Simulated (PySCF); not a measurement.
Dipole polarisabilities along the third row, charge +1

Calculated with PySCF 2.14 for the ground configurations, without spin-orbit coupling: coupled response for Hartree-Fock and DFT. Mean α in bohr³, C₆ of like pairs in atomic units.

```json
{"species": "Mg⁺ [Ne] 3s1 (aug-cc-pVQZ with one added diffuse shell each of s, p, d, f, g type, non-relativistic)", "α UHF": "38.67", "α PBE": "33.52", "α PBE0": "35.01", "C₆ UHF": "178.0", "C₆ PBE": "143.6", "C₆ PBE0": "153.2"}
{"species": "Al⁺ [Ne] 3s2 (aug-cc-pV(Q+d)Z with one added diffuse shell each of s, p, d, f, g type, non-relativistic)", "α UHF": "26.41", "α PBE": "24.30", "α PBE0": "24.82", "C₆ UHF": "140.2", "C₆ PBE": "123.2", "C₆ PBE0": "127.3"}
{"species": "Si⁺ [Ne] 3s2 3p1 (aug-cc-pV(Q+d)Z with one added diffuse shell each of s, p, d, f, g type, non-relativistic)", "α UHF": "19.56", "α PBE": "19.10", "α PBE0": "19.07", "C₆ UHF": "105.1", "C₆ PBE": "100.7", "C₆ PBE0": "100.9"}
{"species": "P⁺ [Ne] 3s2 3p2 (aug-cc-pV(Q+d)Z with one added diffuse shell each of s, p, d, f, g type, non-relativistic)", "α UHF": "14.47", "α PBE": "14.44", "α PBE0": "14.31", "C₆ UHF": "74.97", "C₆ PBE": "74.43", "C₆ PBE0": "73.70"}
{"species": "S⁺ [Ne] 3s2 3p3 (aug-cc-pV(Q+d)Z with one added diffuse shell each of s, p, d, f, g type, non-relativistic)", "α UHF": "10.91", "α PBE": "11.01", "α PBE0": "10.88", "C₆ UHF": "53.61", "C₆ PBE": "54.24", "C₆ PBE0": "53.43"}
{"species": "Cl⁺ [Ne] 3s2 3p4 (aug-cc-pV(Q+d)Z with one added diffuse shell each of s, p, d, f, g type, non-relativistic)", "α UHF": "8.566", "α PBE": "8.828", "α PBE0": "8.682", "C₆ UHF": "40.41", "C₆ PBE": "41.87", "C₆ PBE0": "41.02"}
{"species": "Ar⁺ [Ne] 3s2 3p5 (aug-cc-pV(Q+d)Z with one added diffuse shell each of s, p, d, f, g type, non-relativistic)", "α UHF": "6.793", "α PBE": "7.073", "α PBE0": "6.941", "C₆ UHF": "30.49", "C₆ PBE": "31.99", "C₆ PBE0": "31.26"}
```

The values depend on the diffuse functions of the basis.
